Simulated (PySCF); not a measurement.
C₉H₇P₂ (charge -1).
Numbering: `[cH:1]1[cH:2][cH:3][c:4](-[c:5]2[cH:6][p-:7][cH:8][p:9]2)[cH:10][cH:11]1`

NICS is the negative of the GIAO shielding at a point without a nucleus: at the ring centre (0) and 1 Å above and below it (1); zz is the component along the ring normal. Level: GIAO PBE0/pcSseg-1 (PySCF, non-relativistic, gas phase) on the GFN2-xTB geometry, one conformer.

Ring bond lengths (Å), with Mayer bond orders in brackets: C1–C2 1.386 (1.42), C2–C3 1.380 (1.46), C3–C4 1.402 (1.39), C4–C10 1.401 (1.38), C10–C11 1.377 (1.47), C11–C1 1.388 (1.40); C5–C6 1.388 (1.49), C6–P7 1.732 (1.29), P7–C8 1.734 (1.28), C8–P9 1.719 (1.36), P9–C5 1.771 (1.19).

Q: Give the NICS values of each ring in ppm.

A: 
| ring | type | NICS(0) | NICS(1), two faces | NICS(1)zz, two faces | rms pucker (Å) | centre to ring atoms, mean (Å) |
| --- | --- | --- | --- | --- | --- | --- |
| C1–C2–C3–C4–C10–C11 | 6-membered carbocycle; formal bonds all aromatic | -5.9 | -8.9 / -8.8 | -21.2 / -21.3 | 0.00 | 1.39 |
| C5–C6–P7–C8–P9 | 5-membered ring with 2 P; formal bonds all aromatic | -8.9 | -9.7 / -9.7 | -23.8 / -24.3 | 0.00 | 1.41 |

Q: What can be read from them?

A: 
- C1–C2–C3–C4–C10–C11: mean NICS(1)zz -21.3 ppm, shielded. For a flat ring without four-coordinate atoms the NICS criterion counts such a value as aromatic.
- C5–C6–P7–C8–P9: mean NICS(1)zz -24.0 ppm, shielded.

Q: What does the geometric index give? HOMA = 1 − mean of α(R − Ropt)² over the ring bonds, with Krygowski's 1993 parameters (CC: Ropt 1.388 Å, α 257.7 Å⁻²; CP: Ropt 1.698 Å, α 118.91 Å⁻²).

A: 
- C1–C2–C3–C4–C10–C11: HOMA 0.98 = 1 − EN − GEO, with mean bond length 1.389 Å, EN = α(Ropt − mean)² = 0.000 and GEO = α × variance = 0.023. The geometric and the magnetic index point the same way.
- C5–C6–P7–C8–P9: HOMA 0.80; the largest term is that of P9–C5, α(R − Ropt)² = 0.64.

Q: List the ring angles and the Hirshfeld charges of the ring atoms.

A: 
- C1–C2–C3–C4–C10–C11: C1 119.0° (-0.092 e), C2 120.7° (-0.075 e), C3 121.2° (-0.068 e), C4 117.1° (-0.002 e), C10 121.6° (-0.068 e), C11 120.4° (-0.073 e); sum 720.0° against 720° for a flat convex ring.
- C5–C6–P7–C8–P9: C5 115.1° (-0.114 e), C6 118.8° (-0.173 e), P7 93.3° (-0.143 e), C8 118.9° (-0.238 e), P9 94.0° (-0.111 e); sum 540.0° against 540° for a flat convex ring.

Q: What are the shieldings of the ring atoms and their hydrogens in the same run (means over atoms taken as equivalent)?

A: 
```
       atoms                  environment  σ isotropic (ppm)  principal values of the symmetric part, first atom (ppm)
          C1           aromatic CH carbon               65.8                                        -38.9, 65.0, 171.4
     C2 (×2)           aromatic CH carbon               55.9                                        -55.9, 52.8, 170.1
     C3 (×2)           aromatic CH carbon               57.0                                        -37.0, 50.2, 167.5
          C4  substituted aromatic carbon               35.0                                        -54.6, -8.0, 167.7
          C5  substituted aromatic carbon               24.4                                         -62.6, 9.5, 126.1
          C6           aromatic CH carbon               41.5                                        -79.2, 52.3, 151.4
          P7     phosphorus bonded to 2 C              135.5                                       -50.6, 107.5, 349.5
          C8           aromatic CH carbon               16.6                                       -154.6, 44.6, 159.8
          P9     phosphorus bonded to 2 C              140.5                                       -88.5, 129.2, 380.7
     H on C1            aromatic hydrogen              25.22                                          22.3, 26.1, 27.3
H on C2 (×2)            aromatic hydrogen              24.67                                          21.4, 25.1, 27.5
H on C3 (×2)            aromatic hydrogen              23.43                                          18.5, 23.6, 29.7
     H on C6            aromatic hydrogen              23.31                                          20.7, 21.6, 27.6
     H on C8            aromatic hydrogen              23.26                                          20.2, 23.6, 26.0
```

The list is cut; further classes of hydrogen are left out.

On an AMD EPYC 7R43 with one thread, no GPU, shared host with 256 logical CPUs at a one-minute load of 96, this took 64 s of wall time and 1.1 GiB of memory at its peak. This is the whole shielding run at PBE0/pcSseg-1, SCF included.

Conformer computed: `[cH:1]1[cH:2][cH:3][c:4](-[c:5]2[cH:6][p-:7][cH:8][p:9]2)[cH:10][cH:11]1`: C3–C4–C5–C6 19°.
